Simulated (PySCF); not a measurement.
Isomers of C7H9NSi, mass 135.050 u with the commonest isotopes. The calculation used PBE0/pcSseg-1 in PySCF (dipole) on a GFN2-xTB geometry, gas phase. One conformer each, none proved a minimum here; rigid rotors.

Task: Order these by rotational constant A, smallest first.
A. `[CH:1]#[C:2]/[CH:3]=[C:4](/[C:5]#[N:6])[SiH:7]([CH3:8])[CH3:9]` with C3–C4–Si7–C8 -65°
B. `N#CC1=C[SiH2][C@H]2C[C@@H]1C2`
C. `[CH2:1]=[C:2]1[SiH2:3][C@H:4]1[n:5]1[cH:6][cH:7][cH:8][cH:9]1` with Si3–C4–N5–C6 46°

Result: A (1651 MHz), B (2637 MHz), C (2889 MHz).

Task: Order these by out-of-plane moment Σ m c² = (Ia + Ib − Ic)/2, smallest first.
A. `[CH2:1]=[C:2]1[SiH2:3][C@H:4]1[n:5]1[cH:6][cH:7][cH:8][cH:9]1` with Si3–C4–N5–C6 46°
B. `[CH:1]#[C:2]/[CH:3]=[C:4](/[C:5]#[N:6])[SiH:7]([CH3:8])[CH3:9]` with C3–C4–Si7–C8 -65°
C. `[H]/[N:9]=[CH:8]/[C:3](=[C:2]=[CH2:1])[C:4]#[C:5][SiH2:6][CH3:7]` with C2–C3–C8–N9 0°
D. `[H]/[N:2]=[CH:3]\[C:4]1=[CH:5][C@@:6]2([SiH3:7])[CH:8]=[CH:9][C@@H:10]12` with N2–C3–C4–C5 -173°
E. `N#CC1=C[SiH2][C@H]2C[C@@H]1C2`

Result: C (6.33 u·Å²), B (36.72 u·Å²), E (41.64 u·Å²), D (49.05 u·Å²), A (61.61 u·Å²).

Task: Order these by dipole moment, smallest first.
A. `[CH2:1]=[C:2]1[SiH2:3][C@H:4]1[n:5]1[cH:6][cH:7][cH:8][cH:9]1` with Si3–C4–N5–C6 46°
B. `[H]/[N:2]=[CH:3]\[C:4]1=[CH:5][C@@:6]2([SiH3:7])[CH:8]=[CH:9][C@@H:10]12` with N2–C3–C4–C5 -173°
C. `N#CC1=C[SiH2][C@H]2C[C@@H]1C2`
D. `[H]/[N:9]=[CH:8]/[C:3](=[C:2]=[CH2:1])[C:4]#[C:5][SiH2:6][CH3:7]` with C2–C3–C8–N9 0°

Result: D (0.65 D), A (2.25 D), B (2.62 D), C (4.31 D).

| SMILES | point group | Ia (u·Å²) | Ib (u·Å²) | Ic (u·Å²) | κ | μa (D) | μb (D) | μc (D) |
| --- | --- | --- | --- | --- | --- | --- | --- | --- |
| N#CC1=C[SiH2][C@H]2C[C@@H]1C2 | Cs | 191.65 | 445.24 | 553.60 | -0.74 | 4.27 | 0.57 | 0.01 |
| [H]/N=C/C(=C=C)C#C[SiH2]C | near Cs | 191.65 | 931.54 | 1110.53 | -0.92 | 0.61 | 0.24 | 0.03 |
| C=C1[SiH2][C@H]1n1cccc1 | C1 | 174.93 | 542.83 | 594.54 | -0.92 | 2.22 | 0.21 | 0.26 |
| C#C/C=C(/C#N)[SiH](C)C | C1 | 306.12 | 444.70 | 677.38 | -0.14 | 3.29 | 2.65 | 0.19 |
| [H]/N=C\C1=C[C@@]2([SiH3])C=C[C@@H]12 | C1 | 173.70 | 544.71 | 620.31 | -0.89 | 2.52 | 0.52 | 0.49 |
